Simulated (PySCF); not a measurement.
# Dipole moment and polarisability of `C=C/C(=C/C#N)[SiH2]F`

C5H6FNSi.
Structure used (GFN2-xTB), in Å, numbered top down from 1:
```xyz
14
C5H6FNSi angstrom
C      2.1831    0.5848    0.4895
C      1.4330   -0.2263   -0.2506
C     -0.0169   -0.2446   -0.2581
C     -0.6344   -1.0262   -1.1702
C     -2.0235   -1.1220   -1.3212
N     -3.1571   -1.2186   -1.4816
Si    -1.0245    0.8045    0.9631
F     -0.3509    0.6179    2.4170
H      1.7573    1.3054    1.1662
H      3.2582    0.5506    0.4396
H      1.9160   -0.9305   -0.9200
H     -0.0670   -1.6309   -1.8715
H     -2.3783    0.3121    1.1184
H     -0.8957    2.2233    0.6574
```

Level: B3LYP/def2-SVPD (PySCF), static field, nuclei fixed, core orbitals frozen in the response. The polarisability tensor in these axes (au):

```
x   127.42  19.71  20.59
y    19.71  79.01  21.40
z    20.59  21.40  81.62
```

Question: What are the eigenvalues, a third of the trace, and Δα (Δα² = ½Σ(αi − αj)² over the three pairs)?

Answer: Principal values 58.88, 83.33 and 145.84 au; mean 96.02 au = 14.23 Å³ = 15.83 × 10⁻⁴⁰ C²·m²/J; Δα = 77.69 au (81 % of the mean).

Question: What is the dipole moment, and where does it point?

Answer: (3.76, 0.80, -0.53) D, 3.88 D in size, pointing from the negative to the positive side. Measured along this direction, the outermost atoms are N6 at the negative end and H10 at the positive end.

Question: How large is μ²/3kT at 400 K beside α?

Answer: In Gaussian units μ²/3kT = 91.00 Å³ against 14.23 Å³, a ratio of 6.40; the Debye molar polarisation (4π/3)N_A(α + μ²/3kT) is 265.5 cm³/mol, leaving out the vibrational part.

Question: What would n − 1 = 2πNα be for an ideal gas of these molecules at 273.15 K and 1 atm, electronic part alone?

Answer: N = p/kT = 2.6868 × 10¹⁹ cm⁻³, so n − 1 = 2π × N × 14.23 × 10⁻²⁴ cm³ = 2402 × 10⁻⁶ at long wavelengths.

Question: Find the Langevin capture rate constant for H3O+ (19.018 u) meeting this molecule (127.025 u), k = 2.342 × 10⁻⁹ cm³/s × √(α in Å³ / reduced mass in u).

Answer: The reduced mass is 16.54 u, so k = 2.17 × 10⁻⁹ cm³/s. The formula leaves out the permanent dipole, which adds to the capture rate.

Question: Directions of the eigenvectors, and the extent of the frame along each?

Answer: Largest value along (0.84, 0.37, 0.39), where the nuclei span 6.81 Å; middle along (-0.54, 0.57, 0.62), 4.30 Å; least along (-0.01, 0.73, -0.68), 2.38 Å. The response follows the extents in order.

Question: What molar refraction does this α imply?

Answer: Lorentz–Lorenz: R = (4π/3)N_A α = 2.5225 cm³/(mol·Å³) × 14.23 Å³ = 35.9 cm³/mol, in the limit of long wavelengths.

One conformer (not necessarily the lowest) at the GFN2-xTB geometry, without solvent, vibrations or thermal averaging.
